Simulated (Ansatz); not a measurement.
C2BrF3, SMILES `FC(F)=C(F)Br`, 6 atoms. Charge 0, multiplicity 1. Correlated methods include outer-core shells of Br, which these sets cover unevenly. Scalar relativity is left out up to krypton. All runs use 4 threads of an Intel Xeon on a shared host. Correlated methods freeze the cores.

Problem. Give the basis size and wall time and peak host memory of each of these runs in Ansatz. RKS PBE0-D4/def2-QZVPP energy; RKS r2SCAN-D4/def2-TZVPP energy and forces; RHF-CCSD(T)/def2-SVP energy; RKS B3LYP-D4/def2-TZVPP energy and forces; RHF-CCSD(T)/def2-TZVPP energy; RKS PBE0-D4/def2-SVP energy; RKS PBE0-D4/def2-TZVPP energy; direct RPA on PBE orbitals/def2-TZVPP energy; RKS r2SCANh-D4/def2-TZVPP energy; RKS PBE0-D4/def2-TZVP relaxation (5 steps); RKS ωB97M-V/def2-SVP energy; RKS PBE0-D4/def2-TZVP frequencies. (An estimate is asked.)

Solution. The calculation gave: Other jobs shared the machine, so times are rough.

| level | job | functions | wall time | peak host memory (GiB) |
| --- | --- | --- | --- | --- |
| RKS PBE0-D4/def2-SVP | energy | 102 | 0.9 s | 0.23 |
| RKS PBE0-D4/def2-TZVPP | energy | 203 | 1.9 s | 0.58 |
| RKS r2SCAN-D4/def2-TZVPP | energy and forces | 203 | 2.7 s | 0.29 |
| RKS B3LYP-D4/def2-TZVPP | energy and forces | 203 | 2.8 s | 0.58 |
| RKS ωB97M-V/def2-SVP | energy | 102 | 3 s | 0.32 |
| RKS r2SCANh-D4/def2-TZVPP | energy | 203 | 3 s | 0.6 |
| direct RPA on PBE orbitals/def2-TZVPP | energy | 203 | 3 s | 0.46 |
| RKS PBE0-D4/def2-QZVPP | energy | 374 | 4.5 s | 1.3 |
| RHF-CCSD(T)/def2-SVP | energy | 102 | 5 s | 0.5 |
| RKS PBE0-D4/def2-TZVP | relaxation (5 steps) | 203 | 16 s | 0.6 |
| RKS PBE0-D4/def2-TZVP | frequencies | 203 | 73 s | 0.61 |
| RHF-CCSD(T)/def2-TZVPP | energy | 203 | 80 s | 3.1 |

B3LYP here is the variant with VWN-RPA as its local correlation; programs differ in this.
